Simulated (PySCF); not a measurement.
## Mn (manganese, neutral): UHF calculation

Configuration: [Ar] 3d4 4s2 4p1, one real determinant (an excited configuration). Calculation: PySCF 2.14, in dyall-av2z (16s12p7d2f, 101 functions); no relativity, point nucleus.

```json
{"Total energy": "-1149.557533 hartree", "One-electron energy": "-1578.2738 hartree", "Hartree (Coulomb) energy": "479.3860 hartree", "Exchange energy": "-50.6697 hartree", "Kinetic energy": "1149.51559 hartree", "⟨S²⟩": "8.8224", "⟨L²⟩": "8.174", "Sum of ⟨r⟩": "23.18 bohr", "Sum of ⟨r²⟩": "50.54 bohr²", "Traceless quadrupole moment −½Σ⟨3z² − r²⟩ along its main axis": "-6.87 e·bohr²", "Density at the nucleus (Gaussians lack the cusp)": "10400 bohr⁻³", "Spin density at the nucleus": "-0.394 bohr⁻³", "Langevin diamagnetic susceptibility": "-40.0 ×10⁻⁶ cm³/mol"}
```

```
shell  electrons  mean orbital energy (eV)  spread (eV)  rms radius, mean of both spins (bohr)
 1s α          1                   -6553.8            0                                 0.0713
 1s β          1                   -6553.7            0                                 0.0713
 2s α          1                   -803.10            0                                  0.305
 2s β          1                   -799.85            0                                  0.305
 2p α          3                   -686.03        0.054                                  0.274
 2p β          3                   -682.83        0.909                                  0.274
 3s α          1                   -116.69            0                                  0.914
 3s β          1                   -107.20            0                                  0.914
 3p α          3                   -80.832        1.346                                  0.974
 3p β          3                   -69.317        1.744                                  0.974
 3d α          4                   -24.865        1.276                                   1.18
 4s α          1                   -10.625            0                                   3.19
 4s β          1                    -8.125            0                                   3.19
 4p α          1                    -5.521            0                                   4.08
```

⟨L²⟩ = 8.17 against 12 for a pure F term, so this real determinant mixes terms. ⟨S²⟩ = 8.82 against 8.75 shows spin contamination.

Spin-orbit constants ζ (cm⁻¹) from the X2C one-electron operator on these orbitals (non-relativistic here): bare nucleus, nucleus screened by l(l+1)(2l+1)/3 electrons, and screened by the Breit-Pauli mean field of the electrons.

```json
{"shell": "2p", "bare": "57090", "screened nucleus": "52530", "mean field": "50380"}
{"shell": "3p", "bare": "6925", "screened nucleus": "6371", "mean field": "6067"}
{"shell": "3d", "bare": "674.3", "screened nucleus": "404.6", "mean field": "362.9"}
{"shell": "4p", "bare": "283.3", "screened nucleus": "260.6", "mean field": "245.5"}
```

To first order the Landé constant is A = 64.76 cm⁻¹, so the lowest level has J = 1/2 and lies 0.0803 eV below the centre of the term. This holds in LS coupling only.
